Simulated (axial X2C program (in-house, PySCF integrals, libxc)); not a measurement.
**Excited states of GaAu by EOM-EE-CCSD**

Calculated with an axial X2C code built on PySCF integrals: two-component X2C with atomic mean-field Coulomb and Gaunt terms, Gaussian nuclei, basis Au dyall-acv3z, Ga dyall-acv3z with contracted cores.

R = 2.406 Å (near the PBE0 minimum at charge 0 of the determinant lowest at the starting distance; the state shown can have its own minimum elsewhere).

Vertical excitation energies from the closed-shell determinant state of GaAu:

```csv
Ω,excitation (eV),cm⁻¹,hole of the leading pair,particle of the leading pair,weight of the pair (for Ω = 0 its time-reversed partner can hold as much again),singles weight
0⁻,2.161,17433,"47% Ga pσ, 27% Au sσ, 14% Ga sσ","67% Ga pπ, 23% Au pπ, 7% Au dπ",0.47,0.96
0⁺,2.171,17513,"47% Ga pσ, 27% Au sσ, 14% Ga sσ","68% Ga pπ, 23% Au pπ, 7% Au dπ",0.47,0.96
1,2.233,18011,"47% Ga pσ, 27% Au sσ, 14% Ga sσ","67% Ga pπ, 23% Au pπ, 7% Au dπ",0.56,0.96
2,2.317,18687,"47% Ga pσ, 26% Au sσ, 15% Ga sσ","70% Ga pπ, 20% Au pπ, 8% Au dπ",0.94,0.96
1,2.960,23875,"49% Ga pσ, 32% Au sσ, 9% Ga sσ","69% Ga pπ, 21% Au pπ, 9% Au dπ",0.50,0.94
0⁻,3.085,24885,"50% Ga pσ, 33% Au sσ, 8% Ga sσ","38% Au pσ, 26% Ga pσ, 14% Au sσ",0.47,0.97
1,3.110,25082,"50% Ga pσ, 33% Au sσ, 8% Ga sσ","35% Au pσ, 23% Ga pσ, 13% Au sσ",0.88,0.96
0⁻,4.174,33668,"44% Au dσ, 19% Ga sσ, 17% Au sσ","49% Ga pπ, 38% Au pπ",0.34,0.95
1,4.249,34269,"46% Au dσ, 19% Ga sσ, 15% Au sσ","50% Ga pπ, 37% Au pπ",0.37,0.95
0⁺,4.254,34307,"44% Au dσ, 25% Au sσ, 18% Ga sσ","44% Ga pπ, 43% Au pπ",0.32,0.95
2,4.262,34373,"43% Au dσ, 25% Ga sσ, 18% Au sσ","56% Ga pπ, 36% Au pπ",0.38,0.94
```

This point took 2.2 min on 1 thread of AMD EPYC 7R43 64-Core Processor (Zen 3) (shared host).

Reference electrons by ω block (each with its −ω partner): 1/2: 32, 3/2: 16, 5/2: 6, 7/2: 1. 14 electrons of GaAu correlated (inner shells frozen), 88 natural virtual spinors (a truncated set); levels can be off by some tenths of an eV. Roots sought by Ω: (0: 5, 1: 4, 2: 3, 3: 1); rows need 60 % singles weight and stop where some Ω has no more roots. Missing are any skipped roots, higher Ω and states of a further excitation; these come out far too high here and may in truth be low or lowest. T1 of the reference 0.029 (Lee–Taylor). Number of frozen shells: Au 5 s, 4 p, 2 d, 1 f; Ga 3 s, 2 p, 1 d. Large amplitudes in the reference (orbital relaxation or multireference character) lower the reliability.
